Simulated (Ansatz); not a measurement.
cyclo-(Me2GeNH)3 (C6H21Ge3N3). The state is a triplet with charge 0. Geometry PBE-D4/def2-SVP, that of the neutral singlet.

```csv
atom,x (Å),y (Å),z (Å)
Ge1,-0.8866,1.6447,0.0959
C2,-1.1546,3.0876,-1.2098
C3,-1.3615,2.2360,1.9164
N4,-1.8832,0.1330,-0.3280
Ge5,-0.9811,-1.4395,-0.7816
C6,-2.2543,-2.9260,-0.6267
C7,-0.2421,-1.2136,-2.5803
N8,0.4569,-1.7782,0.3642
Ge9,1.6724,-0.4069,0.6701
C10,1.9953,-0.2734,2.6100
C11,3.3453,-0.6830,-0.3196
N12,0.8818,1.1064,-0.0630
H13,-0.8980,2.7262,-2.2247
H14,-2.2151,3.4081,-1.2106
H15,-0.5233,3.9664,-0.9685
H16,-0.7919,3.1470,2.1875
H17,-1.1257,1.4415,2.6516
H18,-2.4438,2.4684,1.9845
H19,-2.6887,-0.0201,0.2891
H20,-2.6150,-3.0302,0.4162
H21,-1.7715,-3.8766,-0.9268
H22,-3.1291,-2.7500,-1.2832
H23,0.3150,-2.1192,-2.8900
H24,-1.0490,-1.0085,-3.3103
H25,0.4526,-0.3513,-2.5661
H26,0.1930,-2.2908,1.2131
H27,2.7242,0.5332,2.8239
H28,2.4035,-1.2260,3.0048
H29,1.0525,-0.0436,3.1444
H30,3.1202,-0.8408,-1.3923
H31,4.0167,0.1933,-0.2187
H32,3.8750,-1.5771,0.0636
H33,1.5101,1.7630,-0.5354
```

At PBE-D4/def2-SVP an occupied level of the charge 0 triplet lies above an empty one (by up to 0.06 eV), so this SCF solution is probably not the lowest. At PBE-D4/def2-SVP the gap within one spin of the charge 0 triplet nearly closes, so an electron or hole may be smeared out by delocalisation error. At PBE0-D4/def2-SVP a singlet of charge 0 lies 5.76 eV below the triplet at the same geometry.

Q: Estimate the α-spin orbital energies around the gap (eV) in Ansatz with PBE-D4/def2-SVP, r2SCAN-D4/def2-SVP, PBE0-D4/def2-SVP.

A: 
| orbital | PBE-D4/def2-SVP | r2SCAN-D4/def2-SVP | PBE0-D4/def2-SVP |
| --- | --- | --- | --- |
| HOMO−5 | -7.48 | -7.88 | -8.86 |
| HOMO−4 | -7.20 | -7.52 | -8.54 |
| HOMO−3 | -6.91 | -7.26 | -8.28 |
| HOMO−2 | -6.30 | -6.72 | -7.65 |
| HOMO−1 | -5.74 | -5.79 | -6.80 |
| HOMO | -0.32 | -0.17 | -0.67 |
| LUMO | 0.25 | 0.56 | 1.05 |
| LUMO+1 | 0.40 | 0.67 | 1.29 |
| LUMO+2 | 0.95 | 1.42 | 1.78 |
| LUMO+3 | 1.13 | 1.53 | 1.97 |
| LUMO+4 | 1.17 | 1.63 | 2.03 |
| LUMO+5 | 1.34 | 1.70 | 2.24 |
| β HOMO | -5.40 | -5.58 | -6.56 |
| β LUMO | -5.46 | -5.25 | -4.60 |
